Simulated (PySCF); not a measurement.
A structure optimised at PBE0-D3(BJ)/def2-TZVP, used in a PySCF frequency run:

```xyz
5

P      0.9617    -0.4288     0.4135
P     -0.8850     0.3116    -0.4557
H      1.6734     0.7345     0.0013
H     -1.0528     1.4974     0.3072
H     -1.7709    -0.4737     0.3239
```
Charge 0, spin multiplicity 2.

Task: Write its SMILES and formula.

Result: [PH]P, H₃P₂

Task: What are its rotational constants (standard atomic weights)?

Result: 87.000, 6.3618, 6.1697 GHz
